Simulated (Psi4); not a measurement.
Method: SAPT0/jun-cc-pVDZ, frozen core in Psi4.

Psi4 input:

```
molecule {
0 1
N -0.00170809 -0.00020032 0.27907247
H -0.59940316 -0.72719793 -0.09722049
H -0.32926745 0.88330194 -0.09441289
H 0.93037870 -0.15590369 -0.08743909
--
-1 1
F -0.82160785 2.21628278 -0.98904287
units angstrom
symmetry c1
no_reorient
no_com
}
set basis jun-cc-pvdz
set scf_type df
set freeze_core true
energy('sapt0')
```

Part of the output:

```
    SAPT Results
  --------------------------------------------------------------------------------------------------------
    Electrostatics                -35.19779377 [mEh]     -22.08694904 [kcal/mol]     -92.41179480 [kJ/mol]
      Elst10,r                    -35.19779377 [mEh]     -22.08694904 [kcal/mol]     -92.41179480 [kJ/mol]

    Exchange                       34.22878720 [mEh]      21.47888824 [kcal/mol]      89.86766841 [kJ/mol]
      Exch10                       34.22878720 [mEh]      21.47888824 [kcal/mol]      89.86766841 [kJ/mol]
      Exch10(S^2)                  33.61084958 [mEh]      21.09112653 [kcal/mol]      88.24527341 [kJ/mol]

    Induction                     -18.71639256 [mEh]     -11.74471365 [kcal/mol]     -49.13988189 [kJ/mol]
      Ind20,r                     -22.46740189 [mEh]     -14.09850753 [kcal/mol]     -58.98815553 [kJ/mol]
      Exch-Ind20,r                  9.49285835 [mEh]       5.95685855 [kcal/mol]      24.92349617 [kJ/mol]
      delta HF,r (2)               -5.74184902 [mEh]      -3.60306466 [kcal/mol]     -15.07522254 [kJ/mol]

    Dispersion                     -3.46918122 [mEh]      -2.17694408 [kcal/mol]      -9.10833405 [kJ/mol]
      Disp20                       -5.68873341 [mEh]      -3.56973411 [kcal/mol]     -14.93576752 [kJ/mol]
      Exch-Disp20                   2.21955219 [mEh]       1.39279003 [kcal/mol]       5.82743347 [kJ/mol]
      Disp20 (SS)                  -2.84436671 [mEh]      -1.78486706 [kcal/mol]      -7.46788376 [kJ/mol]
      Disp20 (OS)                  -2.84436671 [mEh]      -1.78486706 [kcal/mol]      -7.46788376 [kJ/mol]
      Exch-Disp20 (SS)              1.20827090 [mEh]       0.75820144 [kcal/mol]       3.17231480 [kJ/mol]
      Exch-Disp20 (OS)              1.01128129 [mEh]       0.63458859 [kcal/mol]       2.65511867 [kJ/mol]

  Total HF                        -19.68539913 [mEh]     -12.35277445 [kcal/mol]     -51.68400828 [kJ/mol]
  Total SAPT0                     -23.15458035 [mEh]     -14.52971853 [kcal/mol]     -60.79234233 [kJ/mol]
```
